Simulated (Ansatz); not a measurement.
Harmonic frequencies (cm⁻¹) at PBE0-D4/def2-TZVP from Ansatz: 40, 187, 200, 292, 307, 391, 419, 592, 654, 743, 797, 914, 990, 1002, 1057, 1155, 1266, 1320, 1379, 1412, 1440, 1494, 1494, 2727, 3029, 3053, 3058, 3123, 3129, 3877.

Each molecule was computed in one conformer, which needn't be the lowest.

(1) Which molecule is it?
A. `CCB(O)S`
B. `BOCCS`
C. `CSB(C)O`
D. `COB(C)S`

## Answers

(1) A.
